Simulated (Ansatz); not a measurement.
Geometry optimisation, Ansatz 0.2.0, RKS PBE/6-31G*.

Input:

```yaml
crystal:
  periodic: [false, false, false]
  atoms:
    - { symbol: Al, position_ang: [-0.1658, 0.4151, 0.5685] }
    - { symbol: F, position_ang: [1.4009, -0.7086, 1.4247] }
    - { symbol: C, position_ang: [-0.055, 0.272, -1.3916] }
    - { symbol: Cl, position_ang: [-0.7099, 1.843, 1.8838] }
    - { symbol: H, position_ang: [0.2784, -1.1556, 1.4829] }
    - { symbol: H, position_ang: [-0.6849, -1.3289, 1.4058] }
    - { symbol: H, position_ang: [0.9456, 0.5145, -1.7595] }
    - { symbol: H, position_ang: [-0.7591, 0.911, -1.9308] }
    - { symbol: H, position_ang: [-0.2504, -0.7625, -1.6839] }
basis:
  gaussian: { orbitals: "6-31G*" }
hamiltonian:
  xc: pbe
relax:
  f_tol: 0.15
  max_steps: 25
  restrain:
    - { distance: [0, 5], at: 2.82, k: 30.0 }
    - { distance: [4, 1], at: 2.18, k: 30.0 }
    - { distance: [0, 1], at: 1.78, k: 30.0 }
    - { distance: [4, 5], at: 0.62, k: 30.0 }
```

Run as:

```bash
$ ansatz run input.yaml --threads 2 --pin off --max-ram 3072MiB --backend cpu --events-out ev --progress --plain --runs-dir out
```

Where does it end, and by what steps?

It converged. The restraints hold the end off the free minimum. After 7 steps the energy has fallen by 1.575 eV (the restraints' own energy left out); H5 moved furthest, 0.65 Å. Parted: Al1–H5. Joined: H5–H6.

| step | energy less start (eV) | largest force component (eV/Å) | accepted |
| --- | --- | --- | --- |
| 0 | 0.0000 | 2.939 | yes |
| 1 | -0.3337 | 2.944 | yes |
| 2 | -0.8281 | 2.981 | yes |
| 3 | -1.3346 | 3.792 | yes |
| 4 | -1.5412 | 2.742 | yes |
| 5 | -1.5890 | 1.281 | no |
| 6 | -1.5609 | 2.331 | yes |
| 7 | -1.5748 | 2.269 | yes |

```xyz
9
Properties=species:S:1:pos:R:3
Al 0.312 0.581 0.509
F 1.557 -0.291 1.343
C 0.007 0.322 -1.395
Cl -0.727 1.984 1.706
H -0.171 -1.599 1.628
H -0.842 -1.775 1.549
H 0.915 0.575 -1.972
H -0.827 0.940 -1.768
H -0.224 -0.738 -1.600
```

Time of the run: 13 s on 2 threads of Arm Neoverse V2, on a shared host, peak memory 0.15 GiB.
